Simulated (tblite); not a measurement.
Species: C2H5BF2SSi.
SMILES with atom numbers: `[CH3:1][C:2](=[S:3])[SiH2:4][B:5]([F:6])[F:7]` (hydrogens: H8, H9, H10 on C1; H11, H12 on Si4)

Computed with GFN2-xTB (tblite), gas phase: L-BFGS steps from a force-field or distance-geometry start until the largest atomic force falls under 0.01 eV/Å.

Step 92: E = -613.6863 eV
```
atom  x, y, z in Å  |  force x, y, z in eV/Å
C1      1.6805    0.3989   -0.5333    0.004  -0.003  -0.003
C2      0.7382   -0.7390   -0.3470   -0.026   0.013  -0.033
S3      0.9130   -2.1031   -1.2222   -0.006  -0.016   0.003
Si4    -0.7141   -0.5762    0.8775   -0.003  -0.002   0.003
B5     -2.0461    0.6762    0.1007    0.016   0.005  -0.030
F6     -3.3475    0.5875    0.2867    0.016  -0.015   0.009
F7     -1.7194    1.6996   -0.6661   -0.012   0.024   0.008
H8      1.7956    0.6252   -1.5929    0.026   0.000   0.001
H9      1.3523    1.2914   -0.0044   -0.019  -0.010   0.001
H10     2.6636    0.1109   -0.1589    0.010   0.014   0.001
H11    -1.2191   -1.9252    1.1294    0.005   0.000   0.021
H12    -0.0958   -0.0469    2.1042   -0.010  -0.008   0.019
```

Step 93: E = -613.6866 eV
```
atom  x, y, z in Å  |  force x, y, z in eV/Å
C1      1.6770    0.4003   -0.5344   -0.009  -0.016  -0.010
C2      0.7364   -0.7389   -0.3466   -0.026   0.016  -0.033
S3      0.9093   -2.1004   -1.2259   -0.007  -0.022   0.004
Si4    -0.7135   -0.5782    0.8810   -0.007  -0.021   0.004
B5     -2.0418    0.6769    0.1027    0.011  -0.005  -0.032
F6     -3.3449    0.5879    0.2769    0.017  -0.016   0.013
F7     -1.7084    1.7013   -0.6592   -0.011   0.034   0.004
H8      1.7977    0.6182   -1.5946    0.034   0.005  -0.013
H9      1.3422    1.2957   -0.0157   -0.015  -0.006   0.014
H10     2.6582    0.1167   -0.1518    0.011   0.020   0.008
H11    -1.2167   -1.9283    1.1335    0.005   0.012   0.015
H12    -0.0945   -0.0518    2.1079   -0.004  -0.002   0.026
```

Step 94: E = -613.6871 eV
```
atom  x, y, z in Å  |  force x, y, z in eV/Å
C1      1.6709    0.4024   -0.5366   -0.012  -0.046  -0.024
C2      0.7324   -0.7384   -0.3469   -0.020   0.016  -0.030
S3      0.9008   -2.0954   -1.2339   -0.010  -0.025   0.007
Si4    -0.7119   -0.5813    0.8880   -0.010  -0.041   0.002
B5     -2.0344    0.6771    0.1054   -0.001  -0.017  -0.030
F6     -3.3401    0.5862    0.2589    0.028  -0.015   0.015
F7     -1.6899    1.7049   -0.6466   -0.013   0.045   0.001
H8      1.8031    0.6065   -1.5978    0.043   0.013  -0.025
H9      1.3254    1.3021   -0.0340   -0.013   0.013   0.031
H10     2.6485    0.1265   -0.1387    0.001   0.027   0.013
H11    -1.2126   -1.9328    1.1414    0.005   0.025   0.009
H12    -0.0911   -0.0583    2.1148    0.002   0.006   0.031
```

Step 95: E = -613.6879 eV
```
atom  x, y, z in Å  |  force x, y, z in eV/Å
C1      1.6612    0.4047   -0.5403   -0.019  -0.059  -0.037
C2      0.7236   -0.7365   -0.3491   -0.009   0.000  -0.027
S3      0.8776   -2.0836   -1.2543   -0.016  -0.021   0.019
Si4    -0.7079   -0.5855    0.9026   -0.009  -0.063  -0.009
B5     -2.0212    0.6756    0.1090   -0.039  -0.030  -0.022
F6     -3.3314    0.5752    0.2219    0.069  -0.005   0.011
F7     -1.6592    1.7131   -0.6215   -0.025   0.047   0.005
H8      1.8172    0.5858   -1.6022    0.053   0.022  -0.029
H9      1.2977    1.3119   -0.0651    0.000   0.018   0.038
H10     2.6303    0.1417   -0.1132   -0.017   0.034   0.021
H11    -1.2042   -1.9389    1.1592    0.004   0.043   0.000
H12    -0.0825   -0.0641    2.1269    0.008   0.012   0.030
```

Question: Estimate the geometry and energy of step 96. (The exact step hangs on the optimiser's Hessian estimate; all steps are aligned on step 95, rigid shifts and turns removed.)

Answer: E = -613.6892 eV, largest force 0.134 eV/Å
```
atom  x, y, z in Å  |  force x, y, z in eV/Å
C1      1.6528    0.4048   -0.5436   -0.006  -0.090  -0.050
C2      0.7101   -0.7324   -0.3555    0.011  -0.046  -0.033
S3      0.8341   -2.0640   -1.2900   -0.024   0.017   0.051
Si4    -0.7011   -0.5869    0.9216   -0.001  -0.076  -0.028
B5     -2.0069    0.6711    0.1098   -0.102  -0.046  -0.001
F6     -3.3201    0.5460    0.1699    0.133   0.018   0.000
F7     -1.6323    1.7270   -0.5875   -0.044   0.035   0.014
H8      1.8424    0.5631   -1.6034    0.053   0.028  -0.036
H9      1.2728    1.3188   -0.0973    0.001   0.053   0.048
H10     2.6089    0.1534   -0.0803   -0.039   0.031   0.028
H11    -1.1900   -1.9414    1.1898    0.004   0.062  -0.011
H12    -0.0697   -0.0601    2.1404    0.014   0.016   0.018
```

The energy changes by -0.0012 eV. The first-order estimate −F·Δx gives -0.0018 eV and the mean of the old and new forces, exact on a quadratic surface, -0.0011 eV. The step makes an angle of 85° with the force vector and moves no atom by more than 0.061 Å.

What follows is the cost of the whole relaxation. Time: 1.5 s wall. Hardware: an Arm Neoverse N1 with one thread, no GPU, shared host.
